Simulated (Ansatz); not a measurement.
Cost and result for the atomization energy of CH5InO (`C[O][InH2]`) (8 atoms, 7 bonds).

Z-matrix (Å, degrees):
```
C
O 1 1.398
H 1 1.101 2 113.8
H 1 1.098 2 110.4 3 120.7
H 1 1.098 2 110.4 3 -120.7
In 2 1.987 1 123.8 3 0.4
H 6 1.713 2 112.1 1 -0.0
H 6 1.703 2 111.6 1 180.0
```

Total charge 0; spin multiplicity 1. Correlated methods include outer-core shells of In, which these sets cover unevenly. In: def2 effective core potential. The structure was optimised at the PBE0-D4/def2-TZVP level. Program: Ansatz. All runs use 4 threads of an Arm Neoverse V2 on a shared host. Times are those of one run each, without the atoms' runs, and a repeat can differ threefold. Electronic energies, without spin–orbit coupling; frozen cores. CCSD(T)/CBS adds CCSD(T) − MP2 in def2-TZVPP to the MP2 limit, and its time is that of the two runs behind it. T1 = 0.017. With those shells the extrapolation isn't a true limit. HSE06 is the plane-wave form, built on full-range PBE exchange.

CCSD(T)/CBS is a level of theory with its own doubt, some kJ/mol a heavy atom from the limit and from the frozen cores, so smaller differences don't rank the functionals.

```csv
level,functions,wall time,atomization (kJ/mol),difference from CCSD(T)/CBS,per bond
revPBE-D4/def2-TZVPP,182,1.1 s,2399.4,-52.5,-7.5
BLYP-D4/def2-TZVPP,182,1.2 s,2422.4,-29.5,-4.2
PBE-D4/def2-TZVPP (with forces),182,1.3 s,2462.7,10.8,1.5
HSE06-D4/def2-TZVPP,182,1.5 s,2417.5,-34.4,-4.9
BHLYP-D4/def2-TZVPP,182,1.6 s,2353.7,-98.2,-14.0
CAM-B3LYP-D4/def2-TZVPP,182,1.6 s,2451.0,-0.9,-0.1
CCSD(T)/def2-SVP,79,1.8 s,2301.3,-150.6,-21.5
r2SCANh-D4/def2-TZVPP,182,2.5 s,2423.0,-28.9,-4.1
PBE-QIDH/def2-TZVPP,182,2.5 s,2405.0,-46.9,-6.7
ωB97M-V/def2-TZVPP (with forces),182,5 s,2445.6,-6.3,-0.9
MP2/def2-QZVPP,346,7.5 s,2433.6,-18.3,-2.6
CCSD(T)/def2-TZVPP,182,37 s,2388.7,-63.2,-9.0
CCSD(T)/CBS(def2),–,45 s,2451.9,0.0,0.0
```

From BLYP to BHLYP (50 % exact exchange), in def2-TZVPP and without D4, the atomization energy moves by −58.3 kJ/mol: exact exchange takes away binding that semilocal exchange gives to molecules. The D4 term adds +18.6 kJ/mol with B3LYP and +9.6 kJ/mol with PBE0; it sums over pairs of atoms, weighted by their polarisabilities, and B3LYP, whose exchange is more repulsive, gets the larger term. Leaving LDA and LC-ωPBE aside and taking each functional with its dispersion term where it has one, the values spread over 109.0 kJ/mol, from BHLYP-D4 to PBE-D4. LDA lies +351.5 kJ/mol from PBE without D4, its usual overbinding.

B3LYP here is the variant with VWN-RPA as its local correlation; programs differ in this.

Spin–orbit coupling would lower the free In atoms strongly, and the atomization energy with them, by more than many differences here.
